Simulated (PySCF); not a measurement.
Compound: InCl2(OH).
Bonds: In1–Cl2, In1–Cl3, In1–O4. Hydrogens: H5 on O4.

Computed with PBE0-D3(BJ)/def2-SVP geometry optimisation, gas phase, def2 core potentials past Kr (PySCF).

Problem. How far are the bound atoms from In1?

Solution. 3 atoms: O4 1.977 Å, Cl2 2.317 Å, Cl3 2.329 Å. The nearest atom not counted as bound is H5, at 2.48 Å.

Problem. List the angles at In1.

Solution. 
```
      angle  degrees  distance of the outer atoms (Å)
 Cl2–In1–O4    120.9                             3.74
Cl2–In1–Cl3    120.7                             4.04
 Cl3–In1–O4    118.5                             3.70
```

Problem. What is the shape at In1?

Solution. Planar: angles 120.9°, 120.7° and 118.5°, sum 360.0°, 0.00 Å off the plane of its three neighbours.

Problem. What are the other bond lengths?

Solution. O4–H5 0.966 Å.

Problem. What are the rotational constants (commonest isotopes, rigid rotor)?

Solution. A = 3381, B = 1767, C = 1160 MHz: an asymmetric top.

Point group: Cs (every atom within 0.08 Å of its image). Charge 0, singlet. Not checked by PBE0-D3(BJ)/def2-SVP frequencies.

Time: 26 s wall; peak memory 0.33 GiB. Hardware: an Intel Xeon Platinum 8488C with one thread (shared host). These figures are those of the optimisation.

One conformer stands for the species.
